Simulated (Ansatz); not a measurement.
Computed with Ansatz.

Basis-set series for CH5ClN2Si (`N/C(Cl)=N/[SiH3]`). The species carries charge 0 and has multiplicity 1. All single points use the PBE0-D4/def2-TZVP geometry. It is one conformer, not always the lowest.

```
functional       basis  functions  energy (Eh)  HOMO (eV)  LUMO (eV)
   PBE0-D4  def2-TZVPP        247   -899.97496      -7.63      -0.06
   PBE0-D4  def2-QZVPP        461   -900.00696      -7.67      -0.17
   ωB97M-V  def2-TZVPP        247   -900.31297      -9.87       2.04
   ωB97M-V  def2-QZVPP        461   -900.34288      -9.91       1.48
```

(1) Give the rows for def2-SVP. (Estimate.)

Answers

(1) The calculation gave: 
```tsv
functional	basis	functions	energy (Eh)	HOMO (eV)	LUMO (eV)
PBE0-D4	def2-SVP	103	-899.54091	-7.45	0.22
ωB97M-V	def2-SVP	103	-899.87398	-9.65	2.40
```

Positive LUMOs are unbound and depend on the basis.
